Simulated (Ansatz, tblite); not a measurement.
Cost and result up the ladder for the cluster Ge₂H₂ (the lowest singlet isomer of a short search) (4 atoms). Total charge 0; singlet. Geometry: r2SCAN-D4/def2-TZVP.

| atom | x (Å) | y (Å) | z (Å) |
| --- | --- | --- | --- |
| Ge1 | 0.1936 | 1.2056 | 0.2376 |
| Ge2 | -0.7602 | -0.7763 | -0.6056 |
| H3 | 0.8805 | -0.1452 | -0.6545 |
| H4 | -0.3138 | -0.2840 | 1.0225 |

Ansatz on 4 threads of Arm Neoverse V2 on a shared host; xTB runs through tblite on one thread. Times are rough, summed over both states, and most runs start from the orbitals of an earlier one. B2PLYP/def2-TZVP serves as the yardstick here, not as an exact answer. Differences are given only for rows in sets of like size (and for xTB, whose basis is part of the method), since another set adds its own error. The other state is a quintet at its own geometry.

The 6-31G sets use Cartesian d functions. The xTB rows come from tblite. B3LYP takes the VWN-RPA correlation. HSE06 is defined as in plane-wave codes, on full-range PBE exchange. Correlated methods freeze 18 core orbitals; core or outer-core shells of Ge are correlated, in sets that lack core-valence functions. At PBE0-D4/def2-TZVP a singlet of charge 0 lies 4.10 eV below the quintet, each at its own geometry. The structure comes from a short search, and lower isomers may exist.

Correlated methods converge slowly with the basis.

xTB has no spin-polarisation term.

| level | functions | quintet − singlet (eV) | difference from B2PLYP/def2-TZVP (eV) |
| --- | --- | --- | --- |
| PBE-D4/def2-TZVP | 108 | 4.16 | -0.16 |
| BHLYP-D4/def2-TZVP | 108 | 4.29 | -0.03 |
| HF/6-31G | 62 | 2.70 | – |
| r2SCANh-D4/def2-TZVP | 108 | 3.99 | -0.32 |
| revPBE-D4/def2-TZVP | 108 | 4.03 | -0.28 |
| MP2/def2-TZVP | 108 | 4.07 | -0.25 |
| GFN1-xTB | 22 | 4.61 | 0.30 |
| B2PLYP/def2-TZVP | 108 | 4.31 | 0.00 |
| RPA@PBE/def2-TZVP | 108 | 4.24 | -0.07 |
| r2SCAN-D4/def2-TZVP (with forces) | 108 | 4.01 | -0.31 |
| GFN2-xTB | 20 | 6.10 | 1.79 |
| HSE06-D4/def2-TZVP | 108 | 4.06 | -0.25 |
| B3LYP-D4/6-31G | 62 | 4.08 | – |
| PBE0-D4/def2-TZVP | 108 | 4.10 | -0.22 |

(1) Estimate how long each takes.

Results:

(1) GFN2-xTB 0.002 s; GFN1-xTB 0.005 s; HF/6-31G 0.75 s; B3LYP-D4/6-31G 1.3 s; revPBE-D4/def2-TZVP 1.4 s; MP2/def2-TZVP 1.5 s; PBE-D4/def2-TZVP 1.5 s; HSE06-D4/def2-TZVP 2.3 s; RPA@PBE/def2-TZVP 2.3 s; BHLYP-D4/def2-TZVP 2.4 s; PBE0-D4/def2-TZVP 3 s; B2PLYP/def2-TZVP 3 s; r2SCAN-D4/def2-TZVP (with forces) 4.1 s; r2SCANh-D4/def2-TZVP 4.2 s. On shared hardware such times vary by a factor of up to 3.
